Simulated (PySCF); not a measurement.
Si(H)(OH)2(NH2) (H₅NO₂Si), SMILES N[SiH](O)O. Geometry: B3LYP-D3(BJ)/def2-SVP. One conformer was computed; it need not be the lowest.

Method: B3LYP-D3(BJ)/def2-SVP (PySCF 2.14.0).

Harmonic wavenumbers (cm⁻¹): 134, 181, 210, 307, 350, 363, 421, 735, 789, 811, 821, 847, 905, 950, 995, 1540, 2244, 3568, 3662, 3868, 3878. Rotational constants (GHz): 7.069, 6.033, 3.777; symmetry number 1.

### Question
Work out the zero-point energy and the ideal-gas rigid-rotor harmonic-oscillator thermochemistry at 298.15 K and 1 atm.

### Answer
ZPE = ½ Σ hcν = ½ × 27581 cm⁻¹ = 164.97 kJ/mol. H − E(el) = 184.73 kJ/mol. Entropy in J/(mol K): translation 163.26, rotation 105.04, vibration 55.21, total 323.50. G − E(el) = 88.28 kJ/mol. Cp = 102.11 J/(mol K). Modes under 150 cm⁻¹ make the vibrational entropy uncertain.
